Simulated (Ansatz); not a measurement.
```yaml
crystal:
  periodic: [false, false, false]
  atoms:
    - {symbol: O, position_ang: [-0.512580, 0.298608, 1.339557]}
    - {symbol: Zr, position_ang: [0.148133, -0.092340, -0.374834]}
    - {symbol: Cl, position_ang: [2.028539, -1.464189, -0.177495]}
    - {symbol: Cl, position_ang: [-1.507032, -1.193056, -1.601970]}
    - {symbol: Cl, position_ang: [0.732194, 1.900645, -1.444522]}
    - {symbol: H, position_ang: [-0.847154, 0.486431, 2.213162]}
basis:
  gaussian: {orbitals: x2c-TZVPPall, final_grid: {core_spheres: 8, valence_spheres: 7, degree: 23}}
hamiltonian: {xc: {name: CCSD(T)}, dispersion: d3bjatm}
output: {forces: true}
```

```sh
$ ansatz run in.yaml --threads 4 --pin off --events-out ev --progress --plain --max-ram 10444MiB
```

Output, abridged:

```
Error: YAML parse error: error: line 12 column 19: hamiltonian.xc: no functional is named "CCSD(T)"; the names, which are not case-sensitive, are SVWN5, SPW92, PBE, PBE0, PBEsol, revPBE, revPBE0, RPBE, rPW86-PBE, HSE06, wPBEh, LC-wPBE, HISS, HF, BLYP, B3LYP, B3LYP5, BHLYP, CAM-B3LYP, r2SCAN, r2SCANh, r2SCAN0, r2SCAN50, m-r2SCAN, B97, wB97, wB97X, wB97X-V, B97M-V, wB97M-V, B2PLYP, B2GP-PLYP, PBE0-DH, PBE-QIDH
10 | basis:
11 |   gaussian: {orbitals: x2c-TZVPPall, final_grid: {core_spheres: 8, valence_spheres:…
12 | hamiltonian: {xc: {name: CCSD(T)}, dispersion: d3bjatm}
13 | output: {forces: true}
```

Something in this input is off. What?

The method's name isn't one that the program takes here. The program refused the input.

HSE06 is defined as in plane-wave codes.
